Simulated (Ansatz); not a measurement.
The Bi1–H2 bond of BiFH2 (SMILES [F][BiH2]) is stretched (multiplicity 1, the rest rigid).
Geometry at rest (charge 0, multiplicity 1):
```tsv
atom	x (Å)	y (Å)	z (Å)
Bi	-0.0977	-0.1152	0.1228
H	-1.5778	0.1833	-0.8682
H	0.3239	-1.5108	-0.9431
F	1.0407	1.2094	-0.9316
```

Cores are frozen in the correlated methods. Filled d and f shells under p-block atoms count as core.

Run with Ansatz (a first-principles code) with Gaussian orbitals. Values without a source in brackets are computed. In def2 rows elements past Kr take small-core potentials, without spin–orbit coupling.

Energies above the point at 1.806 Å (the B3LYP-D3(BJ) bond length), FIC-MRCISD+Q on CASSCF(2,2)/def2-TZVPP (kcal/mol): 5.61 at 1.625 Å; 3.65 at 1.987 Å; 61.98 at 5.779 Å.

Question: Take the last value as the depth D of a Morse curve D(1 − e^(−a(R − R₀)))², fit a and R₀ to the two near points, and test it at 2.438 and 3.161 Å.

Answer: 
With D = 62.0, both near points (counted from the curve's value at 1.806 Å) are met by a = 1.50 Å⁻¹ and R₀ = 1.801 Å, so k = 2Da² = 278 kcal/(mol Å²). The curve then gives 23.4 and 46.9 kcal/mol; the level itself gives 25.2 and 52.0, so Morse is off by -1.8 and -5.1.
